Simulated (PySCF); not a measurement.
## Spin-rotation constants: SMILES O=S(N(C)S(=O)(=O)F)(=O)F, CH3F2NO4S2

Geometry (Å), atoms numbered from 1 in this order:
```xyz
13

C    -0.0736    1.1176    1.0075
N    -0.0765   -0.2044    0.4025
S    -1.3801   -0.6176   -0.5052
O    -2.4778    0.2147   -0.2030
O    -1.5290   -2.0064   -0.5934
F    -0.7997   -0.0965   -1.9305
S     1.3061   -0.5831   -0.4307
O     1.1741   -1.8065   -1.0964
O     1.8807    0.5591   -1.0193
F     2.1993   -0.8675    0.8872
H     0.4124    1.0486    1.9795
H     0.4690    1.8136    0.3670
H    -1.1094    1.4287    1.1169
```

Theory: GIAO wB97X-D/pcSseg-1 magnetisability, rotational g tensor and spin-rotation constants, non-relativistic, gas phase in PySCF 2.14.0. Geometry: GFN2-xTB.

Q: Give the nuclear spin-rotation constants along the inertial axes (H = +C I·J) beside the isotropic shieldings.

A: Rotational constants 1.8944, 0.9296, 0.8344 GHz. A star marks the isotopologue with that one atom substituted, in its own axes.
```
atom  isotope  Caa (kHz)  Cbb (kHz)  Ccc (kHz)  mean (kHz)  σ (ppm)
  N2      14N      0.134      0.128      0.078       0.113     95.3
  F6      19F      4.972      2.527      0.999       2.833     90.0
 F10      19F      3.672      2.526      1.417       2.538    101.0
 H11       1H     -0.118     -0.058     -0.045      -0.074     28.3
 H12       1H     -0.171     -0.079     -0.001      -0.084     28.1
 H13       1H      0.018     -0.054     -0.103      -0.047     27.7
  C1     13C*      0.362      0.127      0.147       0.212    149.8
  S3     33S*      0.845      0.307      0.338       0.497    201.3
  O4     17O*     -0.508     -0.224     -0.166      -0.299    107.7
```
For the geometry as given, no vibrational averaging.
